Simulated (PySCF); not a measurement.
CrFO2 (SMILES [O]=[Cr+](=[O])[F]), charge +1, singlet, at a GFN2-xTB geometry (such geometries of metal compounds can be far from the true shape) (the multiplicity is a formal guess); REVPBE/6-31G* (PySCF).

PySCF was given this input:
```python
from pyscf import gto, scf, dft

mol = gto.M(
    atom='''
Cr    0.121426    0.189055    0.164597
O     1.300902   -0.481168   -0.580076
O    -0.535734   -0.807395    1.149547
F    -1.003952    0.641242   -0.945122
''',
    basis='6-31g*',
    charge=1,
    spin=0,
    verbose=4,
)

mf = dft.RKS(mol)
mf.xc = 'revpbe'
mf.kernel()
```

Write the output that PySCF gives for this input, abridged.


```
PySCF version 2.14.0

[INPUT] verbose = 4
[INPUT] num. atoms = 4
[INPUT] num. electrons = 48
[INPUT] charge = 1
[INPUT] spin (= nelec alpha-beta = 2S) = 0
[INPUT] symmetry False subgroup None
[INPUT] Mole.unit = angstrom
[INPUT] Symbol           X                Y                Z      unit          X                Y                Z       unit  Magmom
[INPUT]  1 Cr     0.121426000000   0.189055000000   0.164597000000 AA    0.229461884401   0.357262172480   0.311043250925 Bohr   0.0
[INPUT]  2 O      1.300902000000  -0.481168000000  -0.580076000000 AA    2.458348494899  -0.909275739905  -1.096184771433 Bohr   0.0
[INPUT]  3 O     -0.535734000000  -0.807395000000   1.149547000000 AA   -1.012390535618  -1.525755424343   2.172328997315 Bohr   0.0
[INPUT]  4 F     -1.003952000000   0.641242000000  -0.945122000000 AA   -1.897194322209   1.211771759568  -1.786021734301 Bohr   0.0

nuclear repulsion = 243.578851946144
number of shells = 30
number of NR pGTOs = 178
number of NR cGTOs = 76
basis = 6-31g*
ecp = {}

******** <class 'pyscf.dft.rks.RKS'> ********
method = RKS
initial guess = minao
damping factor = 0
level_shift factor = 0
DIIS = <class 'pyscf.scf.diis.CDIIS'>
diis_start_cycle = 1
diis_space = 8
diis_damp = 0
SCF conv_tol = 1e-09
SCF conv_tol_grad = None
SCF max_cycles = 50
direct_scf = True
direct_scf_tol = 1e-13
XC library pyscf.dft.libxc version 7.1.2
    S. Lehtola, C. Steigemann, M. J. T. Oliveira, and M. A. L. Marques,  SoftwareX 7, 1–5 (2018)
XC functionals = revpbe
    Y. Zhang and W. Yang,  Phys. Rev. Lett. 80, 890 (1998)
    J. P. Perdew, K. Burke, and M. Ernzerhof,  Phys. Rev. Lett. 77, 3865 (1996)
    J. P. Perdew, K. Burke, and M. Ernzerhof,  Phys. Rev. Lett. 78, 1396 (1997)
radial grids:
    Treutler-Ahlrichs [JCP 102, 346 (1995); DOI:10.1063/1.469408] (M4) radial grids

becke partition: Becke, JCP 88, 2547 (1988); DOI:10.1063/1.454033
pruning grids: <function nwchem_prune>
grids dens level: 3
symmetrized grids: False
atomic radii adjust function: <function treutler_atomic_radii_adjust>
small_rho_cutoff = 0
Set gradient conv threshold to 3.16228e-05
Initial guess from minao.
tot grids = 63336
init E= -1294.69076454672
  HOMO = -0.448367643150069  LUMO = -0.316275646947318  gap/eV = 3.59441
cycle= 1 E= -1293.88988975683  delta_E= 0.801  |g|= 1.43  |ddm|= 2.72
  HOMO = -0.495855509077494  LUMO = -0.463081081474228  gap/eV = 0.89184
cycle= 2 E= -1277.99118744751  delta_E= 15.9  |g|= 8.43  |ddm|= 4.27
  HOMO = -0.52425613038245  LUMO = -0.496218549279291  gap/eV = 0.76294
cycle= 3 E= -1293.05779536143  delta_E= -15.1  |g|= 2.82  |ddm|= 3.93
  HOMO = -0.497159962913204  LUMO = -0.465916748299188  gap/eV = 0.85017
cycle= 4 E= -1293.43789679789  delta_E= -0.38  |g|= 2.26  |ddm|= 1.81
  HOMO = -0.547119767601377  LUMO = -0.497578415600964  gap/eV = 1.34809
cycle= 5 E= -1294.08268094893  delta_E= -0.645  |g|= 0.988  |ddm|= 0.873
  HOMO = -0.556562004861492  LUMO = -0.504009184962078  gap/eV = 1.43004
cycle= 6 E= -1294.12968959913  delta_E= -0.047  |g|= 0.784  |ddm|= 0.109
  HOMO = -0.553750667905612  LUMO = -0.496346944987562  gap/eV = 1.56203
cycle= 7 E= -1294.17175622886  delta_E= -0.0421  |g|= 0.544  |ddm|= 0.0845
  HOMO = -0.569685497692057  LUMO = -0.501486048214201  gap/eV = 1.85580
cycle= 8 E= -1294.21000380062  delta_E= -0.0382  |g|= 0.158  |ddm|= 0.179
  HOMO = -0.569910442572636  LUMO = -0.500471986565116  gap/eV = 1.88952
cycle= 9 E= -1294.21144109227  delta_E= -0.00144  |g|= 0.12  |ddm|= 0.085
  HOMO = -0.56927015575712  LUMO = -0.496028661730284  gap/eV = 1.99300
cycle= 10 E= -1294.21335245856  delta_E= -0.00191  |g|= 0.058  |ddm|= 0.0678
  HOMO = -0.568886745220605  LUMO = -0.49724116351321  gap/eV = 1.94958
cycle= 11 E= -1294.21383395252  delta_E= -0.000481  |g|= 0.00527  |ddm|= 0.0229
  HOMO = -0.568972748145372  LUMO = -0.497267662852273  gap/eV = 1.95119
cycle= 12 E= -1294.21383946218  delta_E= -5.51e-06  |g|= 0.000616  |ddm|= 0.00302
  HOMO = -0.568978640938894  LUMO = -0.497261381918358  gap/eV = 1.95153
cycle= 13 E= -1294.21383951874  delta_E= -5.66e-08  |g|= 9.2e-05  |ddm|= 0.000258
  HOMO = -0.56897876274993  LUMO = -0.497260254919623  gap/eV = 1.95156
cycle= 14 E= -1294.21383951998  delta_E= -1.24e-09  |g|= 1.69e-05  |ddm|= 3.36e-05
  HOMO = -0.568978807147511  LUMO = -0.497259930254732  gap/eV = 1.95157
cycle= 15 E= -1294.21383952002  delta_E= -4.27e-11  |g|= 4.55e-06  |ddm|= 5.27e-06
  HOMO = -0.56897924782392  LUMO = -0.497258995574596  gap/eV = 1.95161
Extra cycle  E= -1294.21383951966  delta_E= 3.62e-10  |g|= 4.98e-05  |ddm|= 2.03e-05
converged SCF energy = -1294.21383951966
```
